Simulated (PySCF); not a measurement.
A PySCF script (with the pyscf-properties extension) for the NMR shieldings of `FC[C@@H]1BO[C@@H](CF)C=C1`, C₆H₉BF₂O, on a GFN2-xTB geometry:

```python
import basis_set_exchange as bse
import numpy as np
from pyscf import gto, dft
from pyscf.prop import nmr

atoms = """
F     1.838455   -1.055608   -1.329023
C     2.469711   -0.213916   -0.440637
C     1.464491    0.397987    0.544730
B     0.600129   -0.750391    1.271834
O    -0.601481   -1.068115    0.830840
C    -1.222433   -0.442116   -0.278219
C    -2.731811   -0.377547   -0.009480
F    -3.024138    0.597622    0.909338
C    -0.669799    0.920915   -0.586066
C     0.530972    1.313878   -0.194558
H     2.963920    0.553167   -1.048004
H     3.215261   -0.818699    0.084758
H     2.062707    0.979891    1.252514
H     0.986759   -1.357087    2.196320
H    -1.074346   -1.105943   -1.145309
H    -3.281100   -0.127408   -0.922422
H    -3.084561   -1.325137    0.407604
H    -1.333504    1.575948   -1.130223
H     0.880965    2.311809   -0.421459
"""
names = dict.fromkeys(["F", "C", "B", "O", "H"], "pcSseg-1")
basis = {el: gto.basis.parse(bse.get_basis(n, elements=[el], fmt="nwchem")) for el, n in names.items()}
mol = gto.M(atom=atoms, basis=basis, charge=0, verbose=0)
mf = dft.RKS(mol, xc="PBE0")
mf.grids.level = 2
mf.grids.alignment = dft.numint.BLKSIZE   # the property module wants whole blocks of grid points
mf.conv_tol = 1e-9
mf.kernel()

calc = nmr.RKS(mf)   # GIAO
C = mf.mo_coeff
Co = C[:, mf.mo_occ > 0]
resp = mf.gen_response(singlet=True, hermi=2)
def vind(x):   # induced exchange potential for any number of trial vectors
    d = np.einsum("pi,xij,qj->xpq", C, 2 * x.reshape(-1, C.shape[1], Co.shape[1]), Co, optimize=True)
    return np.einsum("xpq,pi,qj->xij", resp(d - d.transpose(0, 2, 1)), C, Co, optimize=True).ravel()
mo1, _ = nmr.rhf.solve_mo1(calc, with_cphf=vind)
sigma = calc.kernel(mo1)
for i, s in enumerate(sigma):   # ppm
    w = np.linalg.eigvalsh((s + s.T) / 2)
    print("%2d %-2s iso %8.1f  s11 %8.1f  s22 %8.1f  s33 %8.1f" % (i, mol.atom_pure_symbol(i), w.mean(), *w))
```

Question: What does it print?

Answer: 
```
 0 F  iso    411.1  s11    362.6  s22    409.6  s33    461.1
 1 C  iso     98.9  s11     58.6  s22     84.9  s33    153.1
 2 C  iso    151.4  s11    129.3  s22    142.3  s33    182.5
 3 B  iso     55.6  s11     14.7  s22     47.6  s33    104.5
 4 O  iso    110.5  s11    -89.3  s22     98.2  s33    322.7
 5 C  iso    108.4  s11     89.1  s22    111.3  s33    124.8
 6 C  iso     96.8  s11     71.0  s22     84.7  s33    134.5
 7 F  iso    430.7  s11    404.3  s22    419.1  s33    468.8
 8 C  iso     48.8  s11    -65.1  s22     62.4  s33    149.1
 9 C  iso     48.7  s11    -66.6  s22     51.4  s33    161.4
10 H  iso     26.9  s11     22.3  s22     26.7  s33     31.8
11 H  iso     26.6  s11     22.5  s22     26.6  s33     30.8
12 H  iso     30.0  s11     25.6  s22     28.4  s33     35.9
13 H  iso     26.0  s11     24.3  s22     25.4  s33     28.3
14 H  iso     26.9  s11     23.7  s22     26.3  s33     30.7
15 H  iso     26.9  s11     23.3  s22     26.8  s33     30.7
16 H  iso     26.4  s11     22.7  s22     26.4  s33     30.3
17 H  iso     25.3  s11     23.3  s22     24.7  s33     28.0
18 H  iso     25.2  s11     22.6  s22     25.8  s33     27.0
```

These numbers come from an equivalent density-fitted implementation of the same equations, which agrees with the script to about 0.01 ppm for H and up to a few tenths of a ppm for heavy atoms, so last digits may differ.

Size and cost of the density-fitted run: 215 basis functions, 77 s wall time on 1 thread of an Arm Neoverse N1, shared host; peak memory 0.95 GiB.
